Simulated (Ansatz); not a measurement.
Job for Ansatz (a first-principles code): R-B3LYP/def2-TZVPP on CH4BI (SMILES CBI), a point of a torsion scan. Elements past Kr take the def2 small-core potentials; no spin–orbit coupling.

Ansatz 0.2 input:
```yaml
crystal:
  periodic: [false, false, false]
  atoms:
    - {symbol: C, position_ang: [-0.73788430, -0.14499652, -0.02930451]}
    - {symbol: B, position_ang: [0.60278650, 0.49613002, 0.45688225]}
    - {symbol: I, position_ang: [0.88571183, 2.57400186, 0.34779679]}
    - {symbol: H, position_ang: [-1.12898774, 0.30794160, -0.94032515]}
    - {symbol: H, position_ang: [-1.50679368, 0.01781934, 0.73086789]}
    - {symbol: H, position_ang: [-0.67713078, -1.22029527, -0.18372459]}
    - {symbol: H, position_ang: [1.46587049, -0.14118503, 0.92276831]}
basis:
  gaussian:
    orbitals: def2-TZVPP
hamiltonian:
  xc: {name: B3LYP}
scf: {lower_state_search: off}
```

It printed:

```
WARN ansatz: RAYON_NUM_THREADS=1 ignored (pool sized by the plan → 1); use --threads N
Functional definition: B3LYP
these checks for a lower state are left out or cut short: stability, starts, cluster_reference, orbital_swaps, neighbouring_geometries, increment
integrals: 0.07 GiB planned
996 factors; their error is unknown
mean field: 0.68 GiB planned
mean field evaluation 1: about -9875.4033 eV, gradient 5.8e1 eV
mean field evaluation 2: about -9867.5660 eV, gradient 7.6e1 eV
mean field evaluation 4: about -9883.4462 eV, gradient 5.7e0 eV
mean field evaluation 8: about -9883.5047 eV, gradient 5.5e-2 eV
mean field evaluation 16: about -9883.7138 eV, gradient 6.9e-5 eV
mean field -9883.71376480 eV, -363.2197814347 hartree, gradient 4.2e-6 eV, S^2 0.000000; 0 other end points of the search recorded, 0 dependent functions left out
reference -9883.71400015 eV, -363.2197900837 hartree; 20, 20 occupied and 148, 148 virtual orbitals, 996 factors
Total energy: -9883.71400015 eV, -363.2197900837 hartree
Checks for a lower state left out: stability, starts, cluster_reference, orbital_swaps, neighbouring_geometries, increment
```

Self-consistency was reached.

Cost: very roughly 1.9 core-seconds.
